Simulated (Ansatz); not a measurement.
C3H5N, SMILES `CC=C=N` (charge 0, multiplicity 1).

The numbers are results of Ansatz (a program for electronic structure) with B3LYP/cc-pVTZ // B3LYP-D3(BJ)/def2-TZVP, not measurements.

Ansatz 0.2 input:
```yaml
crystal:
  periodic: [false, false, false]
  atoms:
    - { symbol: C, position_ang: [-1.247611, -0.380778, -0.030217] }
    - { symbol: C, position_ang: [-0.018635, 0.34029, -0.518063] }
    - { symbol: C, position_ang: [1.097234, 0.420519, 0.157309] }
    - { symbol: N, position_ang: [2.092787, 0.599096, 0.845522] }
    - { symbol: H, position_ang: [-1.522484, -1.194862, -0.705591] }
    - { symbol: H, position_ang: [-2.100446, 0.300127, 0.02734] }
    - { symbol: H, position_ang: [-1.088759, -0.804021, 0.961079] }
    - { symbol: H, position_ang: [-0.04166, 0.81963, -1.490005] }
    - { symbol: H, position_ang: [2.829573, -0.1, 0.752626] }
basis:
  gaussian: { orbitals: cc-pVTZ }
hamiltonian:
  xc: b3lyp
```

Output:

```
Functional definition: B3LYP
967 factors; their error is unknown
mean field evaluation 1: about -4674.3038 eV, gradient 6.4e1 eV
mean field evaluation 2: about -4670.4138 eV, gradient 7.4e1 eV
mean field evaluation 4: about -4683.0101 eV, gradient 4.4e0 eV
mean field evaluation 8: about -4683.0437 eV, gradient 2.8e-1 eV
mean field -4683.04380833 eV, -172.0986856750 hartree, gradient 6.0e-5 eV, S^2 0.000000; 0 other end points of the search recorded, 0 dependent functions left out
reference -4683.04404017 eV, -172.0986941950 hartree; 15, 15 occupied and 175, 175 virtual orbitals, 967 factors
Total energy: -4683.04404017 eV, -172.0986941950 hartree
```
